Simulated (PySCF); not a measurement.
C3H8N (SMILES [CH2]NCC), doublet, at a GFN2-xTB geometry, with bond 8-3 at 1.3 times its length. Base run: HF/STO-3G in PySCF.

Geometry (Å):
```xyz
12

C      1.8384     0.5077     0.1452
N      0.4702     0.4305     0.3675
C     -0.3512    -0.3244    -0.5486
C     -1.7372    -0.5454     0.0442
H      2.3106    -0.3905    -0.2075
H      2.3870     1.1449     0.8127
H      0.0542     1.3104     0.6460
H     -0.4730     0.3298    -1.8187
H      0.1430    -1.2852    -0.7169
H     -1.6580    -1.0488     1.0044
H     -2.3382    -1.1564    -0.6236
H     -2.2449     0.4056     0.1931
```
Charge 0, spin multiplicity 2.
Orbitals are unrestricted.
All else is at PySCF's defaults.
Base energy -170.49796 Eh.

Each row names what was changed in the base input (with any setting that the change needs).

| change | ΔE vs base (µEh) | SCF cycles | <S^2> | outcome |
|---|---|---|---|---|
| base | 0.0 | 14 | 0.759 | converged |
| level_shift = 0.5 (with mf.max_cycle = 100) | 0.0 | 18 | 0.759 | converged |
| init_guess = mod_huckel | 0.0 | 14 | 0.759 | converged |
| conv_tol = 1e-6 | 0.1 | 8 | 0.759 | converged |
| DIIS = EDIIS | - | 50 | - | not converged |
| damp = 0.5; diis_start_cycle = 5 | 0.0 | 16 | 0.759 | converged |
| level_shift = 0.3 (with mf.max_cycle = 100) | 0.0 | 13 | 0.759 | converged |
| level_shift = 0.1 (with mf.max_cycle = 100) | 0.0 | 14 | 0.759 | converged |
| init_guess = 1e | 0.0 | 18 | 0.759 | converged |
| init_guess = atom | 0.0 | 14 | 0.759 | converged |
| conv_tol = 1e-12 | 0.0 | 17 | 0.759 | converged |
| diis = off (with mf.max_cycle = 100) | 0.0 | 27 | 0.759 | converged |
| conv_tol = 1e-7 | 0.1 | 9 | 0.759 | converged |

Open shells are given as the SCF converged; they aren't shown to be the lowest states, and a large step between rows can be another state.
